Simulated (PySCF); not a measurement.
## C₆ coefficients of unlike pairs at BHandHLYP

Calculated with PySCF 2.14 from the dipole response of each species, C₆(A,B) = (3/π) ∫ α_A(iu) α_B(iu) du, in atomic units, from isotropic polarisabilities. For ions this is the dispersion term alone; charge-induced terms of lower order in 1/R come first.

```json
{"species": "B³⁺", "configuration": "1s2 (1S)", "basis": "dyall-av2z (11s7p2d)", "relativity": "none", "α (bohr³)": "0.01994", "C₆ (like pair)": "0.002645"}
{"species": "Te", "configuration": "[Kr] 4d10 5s2 5p4 (3P)", "basis": "x2c-QZVPPall with one added diffuse shell each of s, p, d, f type (14s10p8d5f1g)", "relativity": "spin-free X2C", "α (bohr³)": "38.69", "C₆ (like pair)": "423.1"}
{"species": "Mo³⁺", "configuration": "[Kr] 4d3 (4F)", "basis": "aug-cc-pVTZ-PP with ECP28MDF (6s6p5d3f2g)", "relativity": "core potential", "α (bohr³)": "5.579", "C₆ (like pair)": "24.72"}
{"species": "S⁺", "configuration": "[Ne] 3s2 3p3 (4S)", "basis": "aug-cc-pV(D+d)Z (5s4p3d)", "relativity": "none", "α (bohr³)": "10.85", "C₆ (like pair)": "54.13"}
```

Q: Estimate C₆ for S⁺ with B³⁺.

A: The integral gives 0.1944. The combination rule 2 C_A C_B / (C_A α_B/α_A + C_B α_A/α_B) gives 0.1860 and the geometric mean 0.3784.

No spin-orbit coupling is included.

The other pairs:

```json
{"pair": "Mo³⁺, B³⁺", "C₆": "0.1710"}
{"pair": "S⁺, Mo³⁺", "C₆": "34.92"}
{"pair": "Mo³⁺, Te", "C₆": "92.09"}
{"pair": "S⁺, Te", "C₆": "148.4"}
{"pair": "Te, B³⁺", "C₆": "0.4924"}
```
